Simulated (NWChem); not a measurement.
# AlH2S2F; SMILES [SH][Al]([SH])[F]

```xyz
6

Al    -0.3639    -0.0137     0.0000
F     -2.0252     0.0281     0.0000
S      0.7249     1.8659     0.0000
H     -0.4144     2.5949     0.0000
S      0.6201    -1.9459     0.0000
H      1.8529    -1.3891     0.0000
```
Atoms are numbered in this order, from 1.

Program: NWChem. Pople sets run with spherical d functions. Structure relaxed at the PBE0/def2-SVP level. Vertical excitations in the gas phase; the lowest state need not have the same character in each row.

| level | lowest excitation, singlet (eV) | oscillator strength of that lowest state | lowest state with f > 0.02, singlet (eV) | orbital gap (eV) |
|---|---|---|---|---|
| PBE/6-31+G*, full TDDFT | (withheld) | 0.000 | (withheld) | (withheld) |
| B3LYP/6-31+G*, full TDDFT | 5.21 | 0.000 | 5.81 | 6.22 |
| LRC-wPBEh/6-31+G*, full TDDFT | 5.70 | 0.000 | 6.31 | 10.04 |
| BHandHLYP/6-31+G*, full TDDFT | 5.80 | 0.000 | 6.40 | 8.42 |

**Question.** Some entries are withheld; supply them.

**Answer.** 
- PBE/6-31+G*, full TDDFT, lowest excitation, singlet (eV): 4.86
- PBE/6-31+G*, full TDDFT, lowest state with f > 0.02, singlet (eV): 5.41
- PBE/6-31+G*, full TDDFT, orbital gap (eV): 4.79
